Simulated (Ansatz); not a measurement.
Mo(NH)2F2 (MoN₂F₂H₂). The state is a singlet with charge 0. Geometry PBE-D4/def2-SVP, basis def2-TZVP, Ansatz.

Cartesian coordinates in Å:
```
Mo -0.444 0.003 -0.329
N -0.391 0.595 1.300
H 0.061 0.803 2.199
N 1.125 -0.600 -0.756
H 2.115 -0.817 -0.585
F -0.825 1.449 -1.452
F -1.641 -1.433 -0.377
```

| run | HOMO (eV) | LUMO (eV) |
| --- | --- | --- |
| A | -8.23 | -2.56 |
| B | -8.69 | -2.30 |
| C | -6.95 | -2.96 |
| D | -8.06 | -2.69 |
| E | -7.38 | -3.01 |
| F | -7.07 | -3.03 |

In the def2 sets Mo takes a core potential; there is no spin–orbit coupling. B3LYP takes the VWN-RPA correlation. HSE06 is defined as in plane-wave codes, on full-range PBE exchange.

**Question.** The runs used B3LYP, BLYP, HSE06, PBE, r2SCAN, r2SCAN0. Estimate which is which.

**Answer.** A B3LYP (20 % exact exchange); B r2SCAN0 (25 % exact exchange); C BLYP (0 % exact exchange); D HSE06 (range-separated); E r2SCAN (0 % exact exchange); F PBE (0 % exact exchange). Exact exchange lowers occupied and raises empty levels; among semilocal functionals meta-GGAs tend to open the gap a little, and such runs are hard to tell apart. The gap grows from 3.99 eV (BLYP) to 6.38 eV (r2SCAN0). The restricted singlet is unstable towards broken spin symmetry in Hartree–Fock (as tested in another run); at B3LYP-D4/def2-TZVP, r2SCAN0-D4/def2-TZVP, BLYP-D4/def2-TZVP, HSE06-D4/def2-TZVP and others this wasn't settled.
